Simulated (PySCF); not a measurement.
## UHF on Xe⁺ (xenon, charge +1)

Configuration: [Kr] 4d10 5s2 5p5, 2P determinant. Calculation: PySCF 2.14, in dyall-av2z (22s16p12d, 130 functions); the non-relativistic Hamiltonian (point nucleus).

- Total energy: -7231.700413 hartree
- One-electron energy: -9913.2883 hartree
- Hartree (Coulomb) energy: 2860.4161 hartree
- Exchange energy: -178.8282 hartree
- Kinetic energy: 7231.74250 hartree
- ⟨S²⟩: 0.7570
- ⟨L²⟩: 2.022
- Sum of ⟨r⟩: 36.08 bohr
- Sum of ⟨r²⟩: 52.83 bohr²
- Traceless quadrupole moment −½Σ⟨3z² − r²⟩ along its main axis: 2.39 e·bohr²
- Density at the nucleus (Gaussians lack the cusp): 111000 bohr⁻³
- Spin density at the nucleus: 0.0179 bohr⁻³
- Langevin diamagnetic susceptibility: -41.8 ×10⁻⁶ cm³/mol

| shell | electrons | mean orbital energy (eV) | spread (eV) | rms radius, mean of both spins (bohr) |
| --- | --- | --- | --- | --- |
| 1s α | 1 | -33327.8 | 0 | 0.0325 |
| 1s β | 1 | -33327.7 | 0 | 0.0325 |
| 2s α | 1 | -5162.4 | 0 | 0.131 |
| 2s β | 1 | -5162.3 | 0 | 0.131 |
| 2p α | 3 | -4847.9 | 0.127 | 0.114 |
| 2p β | 3 | -4847.8 | 0.040 | 0.114 |
| 3s α | 1 | -1103.4 | 0 | 0.340 |
| 3s β | 1 | -1103.3 | 0 | 0.340 |
| 3p α | 3 | -968.59 | 0.342 | 0.333 |
| 3p β | 3 | -968.46 | 0.038 | 0.333 |
| 3d α | 5 | -720.87 | 0.287 | 0.304 |
| 3d β | 5 | -720.81 | 0.182 | 0.304 |
| 4s α | 1 | -223.97 | 0 | 0.791 |
| 4s β | 1 | -223.73 | 0 | 0.791 |
| 4p α | 3 | -173.66 | 0.788 | 0.828 |
| 4p β | 3 | -173.38 | 0.087 | 0.828 |
| 4d α | 5 | -85.716 | 0.817 | 0.937 |
| 4d β | 5 | -85.532 | 0.501 | 0.937 |
| 5s α | 1 | -35.829 | 0 | 2.05 |
| 5s β | 1 | -33.101 | 0 | 2.05 |
| 5p α | 3 | -21.943 | 1.750 | 2.38 |
| 5p β | 2 | -20.778 | 0 | 2.38 |

A non-relativistic calculation at this Z misses sizeable relativistic shifts.

Spin-orbit constants ζ (cm⁻¹) from the X2C one-electron operator on these orbitals (non-relativistic here): bare nucleus, nucleus screened by l(l+1)(2l+1)/3 electrons, and screened by the Breit-Pauli mean field of the electrons.

| shell | bare | screened nucleus | mean field |
| --- | --- | --- | --- |
| 2p | 1453000 | 1400000 | 1372000 |
| 3p | 272200 | 262100 | 256000 |
| 3d | 49520 | 40350 | 38950 |
| 4p | 51920 | 49990 | 48720 |
| 4d | 7351 | 5989 | 5687 |
| 5p | 5620 | 5412 | 5260 |

To first order the Landé constant is A = -5260 cm⁻¹, so the lowest level has J = 3/2 and lies 0.326 eV below the centre of the term. First order in ζ underestimates the shift of the j = l − 1/2 level at high Z.
